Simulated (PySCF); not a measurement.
# Stationary points of HTaO₂

Computed with PySCF, PBE0, basis Ta def2-TZVP with ECP60, O def2-TZVP, H def2-TZVP (scalar-relativistic core potentials, no spin–orbit coupling, density fitting).

Relaxations began from a few typed shapes. The search is not exhaustive: other isomers or separated fragments can lie lower, and high-lying points may rest on an excited occupation.

Order these stationary points by electronic energy, lowest first, in kJ/mol from the lowest minimum.
A. singlet C2v: Ta–H 1.875 Å, Ta–O 1.730 Å (×2); H–Ta–O 123.9° (×2), O–Ta–O 112.2°
B. singlet Cs: Ta–H 1.779 Å, Ta–O 1.722 Å (×2); H–Ta–O 101.4° (×2), O–Ta–O 105.8°

B (0.0), A (63.6).

Which of them are minima?

By energy in kJ/mol, 0.0: minimum; 63.6: saddle point, 1 imaginary mode.

For the lowest minimum: stability towards spin polarisation was not tested. No spin–orbit coupling is included, which matters more the heavier the element.
